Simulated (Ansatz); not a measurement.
One change: `[NH]=[Nb]([NH2])([OH])[OH]` becomes `[NH]=[Nb]([NH2])([OH])[F]`.

Ansatz, PBE0-D4/def2-TZVP geometries, multiplicity 1. Each molecule was computed in one conformer, which needn't be the lowest.

Elements past krypton have def2 core potentials.

```
                                                                                  property  `[NH]=[Nb]([NH2])([OH])[OH]`
                                                     HOMO–LUMO gap (B3LYP/def2-TZVPP) / eV                          6.61
                                                   HOMO–LUMO gap (ωB97M-V/def2-TZVPP) / eV                         10.77
                                                     HOMO energy (ωB97M-V/def2-TZVPP) / eV                         -9.76
                                          size of the dipole moment (B3LYP/def2-TZVPP) / D                          1.25
ideal-gas entropy at 298 K and 1 bar (rigid rotor, harmonic PBE0-D4/def2-TZVP) / J/(mol·K)                           364
                                        size of the dipole moment (ωB97M-V/def2-TZVPP) / D                          1.25
```

Task: Give the same properties after the change, and the shifts. (An estimate is asked.)

Result: Computed: 
| property | `[NH]=[Nb]([NH2])([OH])[F]` | shift |
| --- | --- | --- |
| HOMO–LUMO gap (B3LYP/def2-TZVPP) / eV | 6.65 | 0.04 |
| HOMO–LUMO gap (ωB97M-V/def2-TZVPP) / eV | 11.09 | 0.32 |
| HOMO energy (ωB97M-V/def2-TZVPP) / eV | -10.21 | -0.45 |
| size of the dipole moment (B3LYP/def2-TZVPP) / D | 2.51 | 1.26 |
| ideal-gas entropy at 298 K and 1 bar (rigid rotor, harmonic PBE0-D4/def2-TZVP) / J/(mol·K) | 354 | -10 |
| size of the dipole moment (ωB97M-V/def2-TZVPP) / D | 2.47 | 1.22 |

The zero-point energy changes by -27.9 kJ/mol with -3 modes. Dipoles are sizes alone; their direction can turn.

B3LYP here is the variant with VWN-RPA as its local correlation; programs differ in this.
